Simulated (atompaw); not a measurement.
## Sb PAW (atompaw): all-electron and pseudo phase curves

atompaw 4.2.0.5 input, output lines left out:

```
Sb 51
LDA-PW scalarrelativistic loggrid 1500 logderivrange -3 5 201
5 5 4 0 0 0
5 1 3
0 0 0
c
c
c
c
v
c
c
c
v
c
c
1
2.65 2.30 2.55 2.25
y
-0.35
n
y
0.75
n
custom rrkj gramschmidtortho besselshape
2 -0.5 troulliermartins
2.65
2.65
2.65
2.65
```

The phase is arctan(r·u′/u) with u = r·R(r), unwrapped; energies in Ry, scanned from -3 to 5 Ry. A pole is an energy at which the radial function vanishes at the test radius. The pseudo phase is shifted by a multiple of π to meet the all-electron one at the reference energy, and phase errors are pseudo minus all-electron; the curves can meet again beyond the range given. Levels narrower than the energy grid can be missing from the lists of poles.

**Question.** For each channel, where are the poles, and over which energies does the pseudopotential scatter like the atom?

**Answer.**

| channel | radius (bohr) | reference energy (Ry) | poles, all-electron | poles, pseudo | unbroken range about the reference energy with phases within 0.05 rad | phase error 1 Ry above the reference energy (rad) |
| --- | --- | --- | --- | --- | --- | --- |
| s | 2.65 | -0.96 | 0.08 | 0.08 | below 1.2 | -0.000 |
| p | 2.65 | -0.37 | 1.32 | 1.32 | the whole range | +0.000 |

Phases in the p channel:

```csv
E (Ry),all-electron,pseudo
-3.00,1.312,1.312
-2.76,1.296,1.296
-2.52,1.277,1.277
-2.28,1.252,1.252
-2.04,1.222,1.222
-1.80,1.182,1.182
-1.56,1.126,1.126
-1.32,1.044,1.044
-1.08,0.912,0.912
-0.84,0.675,0.675
-0.60,0.220,0.220
-0.36,-0.444,-0.444
-0.12,-0.935,-0.935
0.12,-1.193,-1.194
0.36,-1.337,-1.337
0.60,-1.426,-1.426
0.84,-1.488,-1.488
1.08,-1.534,-1.534
1.32,-1.571,-1.571
1.56,-1.602,-1.602
1.80,-1.630,-1.630
2.04,-1.656,-1.656
2.28,-1.682,-1.682
2.52,-1.708,-1.708
2.76,-1.736,-1.736
3.00,-1.768,-1.768
3.24,-1.805,-1.805
3.48,-1.850,-1.851
3.72,-1.910,-1.910
3.96,-1.992,-1.993
4.20,-2.115,-2.117
4.44,-2.315,-2.322
4.68,-2.664,-2.681
4.92,-3.201,-3.231
```
